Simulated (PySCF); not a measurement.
**Electron correlation in Ag (silver, neutral)**

[Kr] 4d9 5s1 6s1, high-spin 4D determinant (an excited configuration). All numbers are calculated (PySCF 2.14, scalar relativity by spin-free X2C-1e, in x2c-TZVPPall with one added diffuse shell each of s, p, d, f type (9s7p7d3f1g, 95 functions)). Frozen: [Kr]; 11 electrons correlated.

| level | correlation energy (mhartree) |
| --- | --- |
| CCSD | -310.59 |
| (T) | -9.78 |
| CCSD(T) | -320.37 |

Diagnostics: T1 = 0.012, D1 = 0.0514, largest double amplitude 0.036.

The outer electron is Rydberg-like, and this basis confines it to a smaller radius and binds it less than a complete one would.

Cost of the coupled-cluster step: roughly 18 core-seconds, for 11 correlated electrons.
